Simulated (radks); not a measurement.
Values are calculated unless marked as measured or tabulated.
Orbital eigenvalues (eV) of neutral potassium, [Ar] 4s1, at several levels of relativity; Dirac values are averaged over j with weights 2j + 1. Spin-unpolarised spherical Kohn-Sham, LDA (Slater exchange, Perdew-Wang correlation), point nucleus unless stated (finite: rms radius 3.4349 fm), a radial shooting solver on a logarithmic mesh with Libxc functionals. A level marked "c x" has the speed of light scaled by that factor.

shell  non-rel.  scalar-rel.    Dirac  Dirac, c x 0.85  change of magnitude, last against first (%)
1s      -3494.3      -3511.5  -3511.1          -3517.6                                        +0.66
2s      -349.36      -352.25  -352.19          -353.30                                        +1.13
2p      -279.83      -280.02  -279.96          -280.01                                        +0.07
3s      -34.876      -35.182  -35.178          -35.296                                        +1.21
3p      -18.873      -18.839  -18.837          -18.823                                        -0.26
4s      -2.4183      -2.4278  -2.4277          -2.4314                                        +0.54
